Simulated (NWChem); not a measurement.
System meant: PbNH$_{2}$Cl, singlet; SMILES [NH2][Pb][Cl]

The following NWChem deck was run.

```
start job
memory heap 200 mb stack 900 mb global 1100 mb
geometry units angstroms noautoz
  Pb    -0.253199    -0.373393    -0.000055
  Cl     0.190721     2.091048    -0.000357
  N      1.818750    -0.835469     0.001521
  H      2.230503    -1.764145     0.001731
  H      2.531037    -0.109856     0.001816
end
basis spherical
  * library def2-svp
end
ecp
  Pb library def2-ecp
end
dft
  odft
  mult 2
  xc xpbe96 cpbe96
  iterations 150
  mulliken
end
task dft energy
```

End of the output:

```
 Summary of "ao basis" -> "" (spherical)
 ------------------------------------------------------------------------------
       Tag                 Description            Shells   Functions and Types
 ---------------- ------------------------------  ------  ---------------------
 *                          def2-svp                  on all atoms

 Summary of "ao basis" -> "ao basis" (spherical)
 ------------------------------------------------------------------------------
       Tag                 Description            Shells   Functions and Types
 ---------------- ------------------------------  ------  ---------------------
 Pb                         def2-svp                10       26   4s4p2d
 Cl                         def2-svp                 8       18   4s3p1d
 N                          def2-svp                 6       14   3s2p1d
 H                          def2-svp                 3        5   2s1p

 Summary of "ao basis" -> "ao basis" (spherical)
 ------------------------------------------------------------------------------
       Tag                 Description            Shells   Functions and Types
 ---------------- ------------------------------  ------  ---------------------
 Pb                         def2-svp                10       26   4s4p2d
 Cl                         def2-svp                 8       18   4s3p1d
 N                          def2-svp                 6       14   3s2p1d
 H                          def2-svp                 3        5   2s1p

      Symmetry analysis of basis
      --------------------------

        a'         49
        a"         19

  number of electrons :                   48
  multiplicity        :                    2
 ------------------------------------------------------------------------
  no. of electrons and multiplicity not compatible                  48
 ------------------------------------------------------------------------
 ------------------------------------------------------------------------
  current input line :
    23: task dft energy
 ------------------------------------------------------------------------
 ------------------------------------------------------------------------
 There is an error in the input file
 ------------------------------------------------------------------------
 For more information see the NWChem manual at https://nwchemgit.github.io

0: no. of electrons and multiplicity not compatible:Received an Error in Communication
```

Question: Can this run be used? If not, why, and what is the fix?

Answer: The input was rejected before any calculation. Cause: the multiplicity doesn't fit the number of electrons (an even count wants an odd multiplicity, and the reverse). This input runs:
```
start job
memory heap 200 mb stack 900 mb global 1100 mb
geometry units angstroms noautoz
  Pb    -0.253199    -0.373393    -0.000055
  Cl     0.190721     2.091048    -0.000357
  N      1.818750    -0.835469     0.001521
  H      2.230503    -1.764145     0.001731
  H      2.531037    -0.109856     0.001816
end
basis spherical
  Pb library def2-svp
  Cl library def2-svp
  N library def2-svp
  H library def2-svp
end
ecp
  Pb library def2-ecp
end
dft
  xc xpbe96 cpbe96
  iterations 150
  mulliken
end
task dft energy
```
It converges to -708.67606 Ha (PBE/def2-SVP with def2 effective core potentials on Pb).
